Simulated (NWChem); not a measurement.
C2H8Si; SMILES CC[SiH3]

Results from NWChem. Geometry: optimised at PBE-D3(BJ)/def2-SVP. Core excitations by TDA in a window of 1s orbitals, non-relativistic and unshifted: absolute energies depend strongly on the exact-exchange share.

Predict the results for Si K edge, BHandHLYP/def2-TZVP. Quantities: first 1s excitation (eV); dipole oscillator strength of the first; first state with f > 0.002 (eV); dipole oscillator strength of that state.


| Property | Value |
|---|---|
| first 1s excitation (eV) | 1823.7 |
| dipole oscillator strength of the first | 0.0034 |
| first state with f > 0.002 (eV) | 1823.7 |
| dipole oscillator strength of that state | 0.0034 |
